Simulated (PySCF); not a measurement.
C₆H₁₃NOSi.
Atom-mapped SMILES: `[CH3:1][C:2](=[O:3])[C@@H:4]1[CH2:5][C@@:6]1([SiH3:7])[CH2:8][NH2:9]`

NICS = −σ at a ghost point: NICS(0) at the centroid of the ring atoms, NICS(1) 1 Å to either side along the normal of their mean plane, zz for the tensor component along that normal. Level: GIAO PBE0/pcSseg-1 (PySCF, non-relativistic, gas phase) on the GFN2-xTB geometry, one conformer.

Ring bond lengths (Å), with Mayer bond orders in brackets: C4–C5 1.518 (0.88), C5–C6 1.483 (0.96), C6–C4 1.517 (0.85).

Problem. What do the NICS probes read (ppm)?

Solution. 
```tsv
ring	type	NICS(0)	NICS(1), two faces	NICS(1)zz, two faces	rms pucker (Å)	centre to ring atoms, mean (Å)
C4–C5–C6	3-membered carbocycle; formal bonds all single	-46.5	-9.6 / -8.2	-27.3 / -22.7	0.00	0.87
```

Problem. What do they say, and how far can they be read as aromaticity?

Solution. 
- C4–C5–C6: mean NICS(1)zz -25.0 ppm, shielded. C4, C5, C6 have four or more neighbours; no verdict on aromaticity is drawn. The two faces differ by 4.6 ppm, so no symmetry operation interchanges them. NICS(0) lies 38 ppm below the mean NICS(1).

Problem. At the second NICS(1) probe listed for ring C4–C5–C6, 1 Å off the ring, what do the in-plane components average?

Solution. The isotropic value is a third of the trace: (3 × -8.2 − (-22.7))/2 = -0.9 ppm.

Problem. Give the inner angles of the rings and the Hirshfeld charges of the ring atoms.

Solution. 
- C4–C5–C6: C4 58.5° (-0.063 e), C5 60.7° (-0.079 e), C6 60.8° (-0.075 e); sum 180.0° against 180° for a flat convex ring.

On an Arm Neoverse N1 with one thread, shared host with 64 logical CPUs at a one-minute load of 47, this took 1.7 min of wall time (with the writing of density and orbital grids) and 1.0 GiB of memory at its peak. This is the whole shielding run at PBE0/pcSseg-1, SCF included.

Shape of the structure used: `[CH3:1][C:2](=[O:3])[C@@H:4]1[CH2:5][C@@:6]1([SiH3:7])[CH2:8][NH2:9]`: C1–C2–C4–C5 -132°, C5–C6–C8–N9 36°, H–N9–C8–C6 -71°, H–N9–C8–C6 171°.
